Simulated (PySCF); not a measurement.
Delta-SCF ions had no search for a lower state. Excitations are Tamm–Dancoff values on a coarser integration grid. The basis has no diffuse functions, so Rydberg states are missing or too high.

Cartesian coordinates (Å):
```xyz
19

N      4.6060    -1.0705    -0.0325
C      3.4424    -0.9105    -0.0175
C      2.0239    -0.7055     0.0001
C      1.5004     0.6189    -0.0700
C      0.1233     0.8680    -0.0559
Si    -0.5283     2.6400    -0.1505
C     -0.7631    -0.2471     0.0314
C     -2.2016    -0.2675     0.0636
C     -2.7135    -1.5402     0.1517
S     -1.4877    -2.7769     0.2026
C     -0.2218    -1.5709     0.1009
C      1.1575    -1.8127     0.0863
H      2.2139     1.4536    -0.1364
H      0.6443     3.5748    -0.2331
H     -1.4050     2.8168    -1.3613
H     -1.3526     2.9658     1.0662
H     -2.8327     0.6310     0.0221
H     -3.7698    -1.8353     0.1921
H      1.5646    -2.8320     0.1402
```
Charge 0, spin multiplicity 1.

Task: What HOMO–LUMO gap, LUMO, vertical ionisation energy (Delta-SCF), brightest of the four lowest singlets (TDA), S1 oscillator strength, T1 excitation (TDA), S1 excitation (TDA) and HOMO does PBE-D3(BJ)/def2-TZVP // PBE-D3(BJ)/def2-SVP in PySCF give?

Result: 
```
Property                                       Result
-------------------------------------------  --------
HOMO–LUMO gap                                 3.20 eV
LUMO                                         -2.88 eV
vertical ionisation energy (Delta-SCF)        8.32 eV
brightest of the four lowest singlets (TDA)   4.83 eV
S1 oscillator strength                          0.089
T1 excitation (TDA)                           2.87 eV
S1 excitation (TDA)                           3.86 eV
HOMO                                         -6.09 eV
```
